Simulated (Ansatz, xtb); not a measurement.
# Isomers of H2SSeSi in order of energy

3 gas-phase structures of H2SSeSi, found in a search over its isomers (lower ones may exist). Each was relaxed with GFN2-xTB:

A. `[SiH2]1S[Se]1`, a singlet
B. `S[SiH]=[Se]`, a singlet
C. `S=[SiH][SeH]`, a singlet

**Question.** Estimate their order in r2SCAN-D4/def2-SVP energy at these geometries, lowest first.

**Answer.** Calculated order at r2SCAN-D4/def2-SVP: B (0.0), C (12.2), A (13.5) kcal/mol.

Energies above the lowest of each column, in kcal/mol; the last columns are at PBE0-D3(BJ)/def2-SVP geometries:

| structure | GFN2-xTB | HF/STO-3G | r2SCAN-D4/def2-SVP | PBE0-D3(BJ)/def2-SVP | CCSD(T)/def2-TZVPP |
| --- | --- | --- | --- | --- | --- |
| B | 0.0 | 10.2 | 0.0 | 0.0 | 0.0 |
| C | 12.7 | 28.5 | 12.2 | 3.6 | 3.7 |
| A | 6.9 | 0.0 | 13.5 | 12.1 | 10.2 |

CCSD(T)/def2-TZVPP puts B lowest; HF/STO-3G picks A. Flexible structures stand in one conformer each, not always the lowest.

Programs: Ansatz 0.2.0, xtb 6.7.1.
